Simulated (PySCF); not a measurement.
Stepwise substitution at one centre (In OH-SH). Isolated molecules, 0 K electronic values unless said otherwise. One relaxed conformer stands for each flexible species; it need not be the lowest. Strings in code marks are SMILES.

Computed with PySCF with PBE-D3(BJ)/def2-TZVP // CAM-B3LYP-D3(BJ)/def2-TZVP. Excitations are Tamm–Dancoff values on a coarser integration grid. The basis has no diffuse functions, so Rydberg states are missing or too high.

```tsv
species	S1 oscillator strength	S1 excitation (TDA) (eV)	HOMO (eV)	LUMO (eV)
1 of 3 OH replaced by SH (`[OH][In]([SH])[OH]`)	0.004	4.00	-6.56	-2.69
2 of 3 OH replaced by SH (`[OH][In]([SH])[SH]`)	0.000	3.95	-6.41	-2.58
3 of 3 OH replaced by SH	0.000	3.93	-6.39	-2.57
```
